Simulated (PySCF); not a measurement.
Species: C5H7ClF (doublet state).
Structure used (GFN2-xTB), in Å, numbered top down from 1:
```
atom  x, y, z in Å
C1     1.843   -0.207    0.379
C2     0.892   -0.044   -0.727
F3     0.846   -1.175   -1.518
C4    -0.482    0.207   -0.116
C5    -1.284   -1.008    0.220
C6    -0.913    1.434    0.154
Cl7   -0.020    2.864   -0.199
H8     2.205    0.660    0.891
H9     2.048   -1.186    0.763
H10    1.162    0.789   -1.392
H11   -2.252   -0.732    0.627
H12   -0.751   -1.617    0.948
H13   -1.428   -1.614   -0.673
H14   -1.865    1.629    0.621
```

The hyperfine couplings belong to this conformer and change with its torsions.

As a line formula: `F[C@@H](/C(=C\Cl)C)[CH2]` [radical].

Level of theory: UKS B3LYP, pcH-1 on C Cl F H, non-relativistic, mean-field spin-orbit, GIAO (PySCF 2.14.0). Geometry: GFN2-xTB, one conformer, isolated molecule. A GFN2-xTB geometry isn't a minimum of the functional, and hyperfine couplings can be far from their values at a DFT geometry. Stability of the SCF solution: not tested.

(1) Break the g tensor into its mass correction, gauge correction and orbital-Zeeman/spin–orbit terms.

(2) What effective moment and Curie constant follow for a powder?

(3) What are the electron Larmor frequencies g μB B/h along the three axes at 1200 mT?

(4) In a frozen sample, at which fields do the three g values resonate at 9.5, 34, 94 and 263 GHz (hyperfine left aside), and which band first spreads them over more than twice a line width of 0.5 mT?

## Answers

(1) 
```json
{"Δg (ppm)": "relativistic mass correction", "1": "-145", "2": "-145", "3": "-145"}
{"Δg (ppm)": "gauge correction", "1": "24", "2": "27", "3": "30"}
{"Δg (ppm)": "orbital Zeeman/spin–orbit", "1": "-137", "2": "885", "3": "1191"}
{"Δg (ppm)": "total", "1": "-258", "2": "767", "3": "1076"}
```

So g = 2.00206, 2.00309, 2.00340 and g_iso = 2.00285; the tensor is rhombic: the two nearest values differ by 23 % of g3 − g1. 

(2) With the mean of g² = 4.0114 and S(S+1) = 0.75: μ_eff = √(⟨g²⟩S(S+1)) = 1.735 μB and χT = 0.12505·⟨g²⟩·S(S+1) = 0.376 cm³ K/mol (cgs; spin-Hamiltonian part alone).

(3) 33.6256, 33.6428, 33.6480 GHz for g1, g2 and g3, a range of 22.4 MHz.

(4) 
| band | GHz | B(g3) mT | B(g2) mT | B(g1) mT | spread mT |
| --- | --- | --- | --- | --- | --- |
| X | 9.5 | 338.80 | 338.85 | 339.03 | 0.23 |
| Q | 34.0 | 1212.55 | 1212.74 | 1213.36 | 0.81 |
| W | 94.0 | 3352.35 | 3352.87 | 3354.59 | 2.23 |
| J | 263.0 | 9379.45 | 9380.90 | 9385.70 | 6.25 |

The spread grows in proportion to the frequency. W band is the first where it exceeds 1.0 mT.

The largest Mulliken spin populations are on C1 (+1.05) and C2 (-0.07). No atom but C1 exceeds +0.15. The positive populations add up to 1.16 and the negative ones to -0.16, together 2S = 1. The angles at C1 add up to 359.3°, so it is planar; its axial dipolar tensor and the negative couplings of its protons fit spin in a p orbital normal to that plane.

The HOMO–LUMO gaps are 5.87 eV among the α and 4.80 eV among the β orbitals.

Time: 59 s (with the writing of density and orbital grids); peak memory 0.96 GiB. Hardware: one thread of an Arm Neoverse V1, no GPU, shared host.
